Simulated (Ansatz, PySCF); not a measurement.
Dimer: boric acid (SMILES OB(O)O) (first 7 atoms) with NH3 (SMILES N); geometry from B3LYP-D3(BJ)/def2-TZVP, rigid monomers moved along the line of their centres of mass till H7···N8 is 2.65 Å.
(charge 0, multiplicity 1):
```xyz
11

O     -0.00238    -0.57182    -1.19767
B     -0.15521    -0.19618     0.11024
O     -1.36115     0.38326     0.47840
O      0.87794    -0.41176     0.96647
H     -0.78684    -0.37711    -1.71828
H     -1.39826     0.62139     1.40848
H      0.69824    -0.11936     1.88130
N      0.52176     0.56619     4.43711
H      0.42248     1.55949     4.61664
H     -0.19150     0.08328     4.97259
H      1.42080     0.28293     4.81348
```

Counterpoise-corrected where a basis set is named; no monomer relaxation. Rows marked so take none.

Frozen-core correlation. Rows in 6-31G*, STO-3G carry no dispersion term and start afresh at each structure (6-31G* with six Cartesian d functions).

Programs: Ansatz (Gaussian basis) for Hartree–Fock, density functionals and correlated methods; PySCF for 6-31G* rows, STO-3G rows, the dispersion terms. Each number belongs to the level named beside it.

```tsv
level	interaction energy (kcal/mol)
HF/STO-3G (no counterpoise)	-4.17
HF/aug-cc-pVDZ	-5.45
r2SCAN-D4/def2-TZVPPD	-6.15
B3LYP/6-31G*	-6.84
PBE0-D4/def2-TZVPPD	-6.32
M06-2X/6-31G* (no counterpoise)	___
MP2/aug-cc-pVDZ	-5.95
SCS-MP2/aug-cc-pVDZ	___
CCSD(T)/aug-cc-pVDZ	-5.92
```

### Question
Some entries are withheld; supply them.

### Answer

- M06-2X/6-31G* (no counterpoise), interaction energy (kcal/mol): -7.94
- SCS-MP2/aug-cc-pVDZ, interaction energy (kcal/mol): -5.71

Ansatz is a first-principles code.
